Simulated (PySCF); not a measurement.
Compound: C2H7GeNO.
Numbering: `[CH3:1][C:2](=[O:3])[GeH2:4][NH2:5]` (hydrogens: H6, H7, H8 on C1; H9, H10 on Ge4; H11, H12 on N5)

Method: PBE0-D3(BJ)/def2-SVP geometry optimisation, gas phase in PySCF; density fitting, grid level 1; the optimiser is geomeTRIC in internal coordinates, started from a GFN2-xTB structure with every atom displaced at random (about 0.01 Å).

The end geometry, which sets the zero of energy:
```
atom  x, y, z in Å
C1     -1.6419    0.3080    0.7468
C2     -0.9148   -0.8639    0.1500
O3     -1.4502   -1.9166   -0.0993
Ge4     1.0526   -0.6751   -0.2125
N5      1.4594    1.1203   -0.3104
H6     -1.2656    0.4775    1.7698
H7     -1.4141    1.2283    0.1873
H8     -2.7231    0.1120    0.7757
H9      1.8471   -1.2380    0.9811
H10     1.3750   -1.4801   -1.4898
H11     1.3208    1.5427   -1.2247
H12     2.3937    1.3594    0.0105
```

**Question.** These geometries come from the run, each turned onto the end geometry. Order them by energy, lowest first.
A.
```
atom  x, y, z in Å
C1     -1.6004    0.1992    0.8894
C2     -0.9574   -0.7349   -0.0530
O3     -1.5632   -1.4942   -0.7813
Ge4     1.0908   -0.6501   -0.0847
N5      1.4709    1.0646   -0.5042
H6     -1.3032   -0.0042    1.8975
H7     -1.2669    1.2285    0.6541
H8     -2.6923    0.1726    0.8089
H9      1.7087   -0.8446    1.2876
H10     1.5973   -1.7003   -1.0266
H11     1.0961    1.4166   -1.3595
H12     2.4585    1.3213   -0.4435
```
B.
```
atom  x, y, z in Å
C1     -1.6146    0.2563    0.8543
C2     -0.9266   -0.7785    0.0070
O3     -1.5163   -1.6469   -0.5879
Ge4     1.0764   -0.6616   -0.1168
N5      1.4526    1.1146   -0.4505
H6     -1.3560    0.0792    1.9124
H7     -1.2348    1.2598    0.6072
H8     -2.7042    0.1966    0.7256
H9      1.7347   -0.9807    1.2416
H10     1.5566   -1.6659   -1.1894
H11     1.1371    1.4375   -1.3628
H12     2.4340    1.3641   -0.3563
```
C.
```
atom  x, y, z in Å
C1     -1.6125    0.2475    0.8643
C2     -0.9381   -0.7725   -0.0150
O3     -1.5083   -1.6441   -0.6227
Ge4     1.0643   -0.6441   -0.1222
N5      1.4698    1.1184   -0.4718
H6     -1.3467    0.0403    1.9153
H7     -1.2339    1.2575    0.6404
H8     -2.7037    0.1939    0.7441
H9      1.6747   -0.9386    1.2640
H10     1.5724   -1.6810   -1.1492
H11     1.1436    1.4516   -1.3756
H12     2.4573    1.3458   -0.3869
```
D.
```
atom  x, y, z in Å
C1     -1.6215    0.2836    0.8090
C2     -0.9281   -0.8286    0.0722
O3     -1.5052   -1.7858   -0.3816
Ge4     1.0634   -0.6735   -0.1605
N5      1.4304    1.1224   -0.3892
H6     -1.2990    0.2692    1.8642
H7     -1.3005    1.2575    0.4078
H8     -2.7123    0.1616    0.7526
H9      1.8123   -1.0921    1.1198
H10     1.4683   -1.5882   -1.3369
H11     1.2491    1.4648   -1.3302
H12     2.3820    1.3838   -0.1426
```

**Answer.** D (0.005 eV), B (0.013 eV), C (0.022 eV), A (0.132 eV).

In the order of the answer:

```json
{"step": "9", "E above end (eV)": "0.005", "largest force (eV/Å)": "0.05", "rms force component (eV/Å)": "0.015", "rms distance from end (Å)": "0.176", "rms bond change (Å)": "0.001", "bond most changed (Å)": "Ge4–N5 +0.004"}
{"step": "5", "E above end (eV)": "0.013", "largest force (eV/Å)": "0.03", "rms force component (eV/Å)": "0.011", "rms distance from end (Å)": "0.329", "rms bond change (Å)": "0.001", "bond most changed (Å)": "Ge4–H9 +0.003"}
{"step": "2", "E above end (eV)": "0.022", "largest force (eV/Å)": "0.30", "rms force component (eV/Å)": "0.078", "rms distance from end (Å)": "0.357", "rms bond change (Å)": "0.002", "bond most changed (Å)": "C1–C2 +0.003"}
{"step": "0", "E above end (eV)": "0.132", "largest force (eV/Å)": "1.51", "rms force component (eV/Å)": "0.530", "rms distance from end (Å)": "0.426", "rms bond change (Å)": "0.027", "bond most changed (Å)": "Ge4–H10 -0.045"}
```

What follows is the cost of the whole optimisation. On one thread of an Arm Neoverse V2 (shared host), this took 1.8 min wall and 0.51 GiB of memory at its peak.
